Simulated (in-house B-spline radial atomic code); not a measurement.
**Removing one electron from Sr2+**

Closed shell [Ar] 3d10 4s2 4p6. Computed with an all-electron radial atomic-structure program (B-spline basis): Koopmans values of Dirac-Hartree-Fock plus a diagonal self-energy, in second order or with its direct term screened (direct RPA, with the hole-particle interaction, or full time-dependent Hartree-Fock), linearised in energy; no-pair Dirac-Coulomb Hamiltonian, finite nucleus. Shifts add to the Koopmans value (the ΔSCF shift is orbital relaxation alone); the final value takes TDHF screening with Breit and QED.

Command:
```bash
python run_mb.py task.json out
```
Settings (nuclear radius in fm, box in bohr, cutoff in hartree):
```
basis_form          2
Z                   38
core_configuration  [Ar] 3d10 4s2 4p6
rms_radius          4.224
mass_number         88
speed_of_light      137.036
box_radius          16.642
lmax                7
intervals           64
virtual_cutoff      5776.0
```

Cost of the run: 44 s on 1 thread of Arm Neoverse V1, on a shared host.

Energies in eV:

```csv
subshell,Koopmans,ΔSCF shift,second order,direct RPA,hole-particle,TDHF,Breit + QED,final
4p3/2,42.64,-0.816,?,?,?,?,?,?
4p1/2,43.91,-0.862,0.306,0.452,0.220,0.239,-0.028,44.12
```

Q: What does the self-energy do to 4p3/2?

A: It shifts the removal energy by 0.355 eV in second order, 0.461 with direct RPA, 0.257 with the hole-particle term and 0.281 with TDHF screening (quasi-particle weight 0.958); Breit and QED add -0.009 eV. The final value is 42.91 eV, against 42.884 eV (NIST, measured).
